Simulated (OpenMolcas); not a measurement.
Mn3+ (d4) in a complex was computed by SS-CASPT2, IPEA 0.25 Eh, imaginary shift 0.1 Eh with the d shell active (OpenMolcas, ANO-RCC-VTZP on the metal). Its lowest spin-free states, and all those of the highest spin:

| 2S+1 | Degeneracy | E (cm-1) |
| --- | --- | --- |
| 5 | 2 | 0 |
| 3 | 3 | 9380 |
| 5 | 3 | 13280 |
| 1 | 3 | 17800 |
| 3 | 2 | 18160 |
| 3 | 3 | 18570 |
| 1 | 2 | 19190 |
| 3 | 3 | 19470 |
| 3 | 1 | 21000 |
| 3 | 1 | 21260 |
| 1 | 1 | 22610 |
| 3 | 2 | 24630 |

Q: Is the site octahedral, tetrahedral or cube-like, axial, or of lower symmetry?

A: The states with 2S+1 = 5 have orbital degeneracies 2, 3. Threefold states need a cubic site. For d4 at this spin an octahedron puts the twofold E below the threefold T2 and a tetrahedron or cube puts the threefold T2 below the twofold E, so the site is octahedral. The first gap at this spin, 13300 cm-1, is |10Dq| in ligand-field theory. The run had Mn3+ with 6 ligands (fluoride) in octahedral coordination (Oh) at 1.96 Å. A charge of +0.5 e stands 2.8 Å behind each ligand. Ligand basis ANO-RCC-VDZP.

Roots that are degenerate in the reference are averaged as groups; the widest CASPT2 spread within a group is 110 cm-1 (the 2-fold group of multiplicity 1 near 31100 cm-1 above the lowest state of its run). Shifts and gaps below about the spread of the groups concerned are not significant. Over all roots computed the reference weight is 0.69 to 0.72; a low but even weight reflects the number of correlated electrons. An orbital doublet at a regular site is open to a Jahn-Teller distortion, which this geometry leaves out. This shell can be high or low spin here, a state of another spin lies low, and with metal d orbitals alone active their balance is uncertain, so the ground spin may be wrong. Ligand-to-metal charge-transfer states are missing. These CASPT2 states fit no ligand-field parameters well, so their order and spin gaps are uncertain. With no ligand orbital active B as a rule stays too high, so bands that hang on it stand too high and its fall with covalency is understated. With one d shell and no ligand orbital active, 10Dq can be off by a tenth or more. Free-ion shares, where given, are those of the reference states; single-state CASPT2 does not remix them. No measured value stands beside these numbers; the geometry is a model, was not optimised and need not be the one that this ion takes.
